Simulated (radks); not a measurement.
The numbers below are computed, except where a source is named.
Question: All-electron atom: the technetium ion Tc14+ in [Ar] 3d10 4s1. Code: a radial shooting solver on a logarithmic mesh with Libxc functionals. Model: scalar-relativistic Kohn-Sham, r2SCAN, spin-unpolarised, spherical densities, finite nucleus; meta-GGA in the generalised Kohn-Sham scheme; Fermi nuclear charge, rms radius 4.4112 fm. Some entries of the table are withheld. Estimate them.

| orbital | occ. | eigenvalue (hartree) | <1/r> (bohr^-1) | <r> (bohr) |
|---|---|---|---|---|
| 1s | 2 | -780.2327 | (1) | 0.03428 |
| 2s | 2 | -121.5190 | 10.11 | 0.1494 |
| 2p | 6 | (2) | 9.802 | 0.1302 |
| 3s | 2 | (3) | 3.521 | 0.4108 |
| 3p | 6 | -26.45802 | (4) | 0.4106 |
| 3d | 10 | -20.24210 | 3.134 | 0.3896 |
| 4s | 1 | -12.01281 | 1.511 | (5) |

Answer: 
(1) 1s <1/r> (bohr^-1): 44.70
(2) 2p eigenvalue (hartree): -109.8951
(3) 3s eigenvalue (hartree): -30.32828
(4) 3p <1/r> (bohr^-1): 3.354
(5) 4s <r> (bohr): 0.9215
